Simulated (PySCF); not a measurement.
Compound: C₅H₉FO.
Geometry (PBE0-D3(BJ)/def2-SVP, Å), atoms numbered from 1 in this order:
```
atom  x, y, z in Å
C1    -2.654    1.595   -0.560
C2    -1.807    0.968    0.255
C3    -0.937   -0.174   -0.144
O4     0.390    0.090    0.267
C5     1.251   -0.966    0.129
C6     2.649   -0.507    0.428
F7     0.904   -1.972    1.012
H8    -3.298    2.403   -0.202
H9    -2.739    1.323   -1.617
H10   -1.731    1.264    1.308
H11   -0.978   -0.337   -1.239
H12   -1.293   -1.100    0.344
H13    1.164   -1.417   -0.882
H14    2.676   -0.079    1.440
H15    3.347   -1.353    0.374
H16    2.957    0.264   -0.291
```

Computed with PySCF at PBE0/def2-SVPD, non-relativistic, on one gas-phase PBE0-D3(BJ)/def2-SVP geometry that isn't relaxed in the solvent. The solvent is an IEF-PCM continuum (Bondi radii, 1.10 Å for H, scaled by 1.2). Only the electrostatic response of the medium enters.

Gas phase at PBE0/def2-SVPD: HOMO -7.74 eV, LUMO -0.04 eV, dipole 1.45 D.

Question: What does the continuum do to the energy, the frontier levels and the dipole at PBE0/def2-SVPD in chloroform and water?

Answer: 
```csv
solvent,ε,E(solvent) − E(gas) (kcal/mol),polarisation term (kcal/mol),distortion of the solute (kcal/mol),HOMO (eV),LUMO (eV),dipole (D)
chloroform,4.711,-3.32,-3.65,0.33,-7.69,0.01,1.80
water,78.36,-4.79,-5.54,0.75,-7.70,0.01,2.01
```

The first energy column is the sum of the next two and covers electrostatics alone. From chloroform to water the lowering changes by a factor 1.44, Onsager's factor (ε − 1)/(2ε + 1) by 1.38 and ε itself by 16.6.

Question: Which radius a makes the point-dipole formula ΔE = −[(ε − 1)/(2ε + 1)]·μ²/a³ give the value in water, with the gas-phase dipole?

Answer: μ = 0.570 au and |ΔE| = 0.00764 Eh give a = 1.46 Å; the farthest nucleus lies 4.08 Å from the centroid of the nuclei, so such a sphere wouldn't even hold the nuclei. The formula assumes a rigid point dipole at the centre of a sphere.

Question: Give the dipole vector in the frame of the coordinates (D, pointing from negative to positive charge), gas and water.

Answer: Gas (0.02, 0.36, -1.40), solvent (-0.01, 0.25, -1.99). Its length changes by +38 % and its direction by 8°.

Question: How does the static polarisability (PBE0/def2-SVPD, frozen core, with the continuum's full static response) change?

Answer: 
```
    medium  isotropic (au)  principal values (au)  ⟨r²⟩ of the electrons (bohr²)
       gas            69.5       57.9, 61.0, 89.7                         1077.8
chloroform            83.5      70.7, 75.3, 104.4                         1077.0
     water            90.7      78.1, 83.7, 110.5                         1076.6
```

The isotropic value in water is 1.31 times the gas-phase one; no cavity-field correction is applied. ⟨r²⟩ is taken about the centre of nuclear charge.
